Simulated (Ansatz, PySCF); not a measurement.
The pair A = CHN (SMILES C#N) (first 3 atoms), B = HI (SMILES I); geometry from B3LYP-D3(BJ)/def2-TZVP.
(charge 0, multiplicity 1):
```xyz
5

C      1.1080    -0.1674     1.0391
N      0.2294     0.0163     1.7496
H      1.9270    -0.3386     0.3768
I     -2.7320     0.6544     4.1558
H     -1.4923     0.3846     3.1463
```

Cores are frozen in the correlated methods. Filled d and f shells under p-block atoms count as core. CBS(a, b) extrapolates the correlation energy as X⁻³ and adds the Hartree–Fock energy of set b. MP2 and its Hartree–Fock in def2-QZVPPD are density fitted.

Codes used: Ansatz (Gaussian basis) for Hartree–Fock, density functionals and correlated methods; PySCF for the dispersion terms. Each number belongs to the level named beside it. In def2 rows elements past Kr take small-core potentials, without spin–orbit coupling.

The monomers are drawn apart, rigid, along the line of their centres of mass. Counterpoise-corrected interaction energies (kcal/mol):

| level | R = 5.346 Å | R = 6.245 Å |
|---|---|---|
| PBE/def2-TZVPPD | -1.4591 | -0.6780 |
| PBE-D3(BJ)/def2-TZVPPD | -1.7156 | -0.7743 |
| wB97M-V/def2-TZVPPD | -1.5421 | -0.7489 |
| MP2/CBS(def2-TZVPPD, def2-QZVPPD) + ΔCCSD(T)/def2-TZVPPD | -1.6190 | -0.7631 |

Question: R is the distance of the centres of mass. Find the local exponent m of E ∝ R⁻ᵐ between the two points.

Answer: 
m = ln(E₁/E₂)/ln(R₂/R₁): PBE/def2-TZVPPD 4.9; PBE-D3(BJ)/def2-TZVPPD 5.1; wB97M-V/def2-TZVPPD 4.6; MP2/CBS(def2-TZVPPD, def2-QZVPPD) + ΔCCSD(T)/def2-TZVPPD 4.8. For scale, two fixed dipoles give m = 3, dipole and quadrupole 4, quadrupoles 5, and dispersion or dipole-induced dipole 6 at long range; at these distances several terms mix, and what is left of overlap and damping shifts m, so it need not match one of them.

Ansatz is a quantum-chemistry and plane-wave program.
